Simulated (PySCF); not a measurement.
A structure optimised at PBE0-D3(BJ)/def2-SVP, used in a PySCF frequency run:

```xyz
12

C      0.0970    -1.4268     0.0000
N     -0.1915    -0.0777     0.0000
C      0.0317     0.6569     1.2150
C      0.0317     0.6569    -1.2150
H     -0.0625    -1.9605    -0.9395
H     -0.0625    -1.9605     0.9395
H      1.1041     0.8847     1.3901
H     -0.3339     0.0764     2.0749
H     -0.5190     1.6101     1.1882
H     -0.3339     0.0764    -2.0749
H     -0.5190     1.6101    -1.1882
H      1.1041     0.8847    -1.3901
```
Charge 0, spin multiplicity 2.

Problem. Write its SMILES, formula and point group.

Solution. [CH2]N(C)C, C3H8N, Cs

Problem. What are its rotational constants (standard atomic weights)?

Solution. 9.4773, 8.9386, 4.9493 GHz
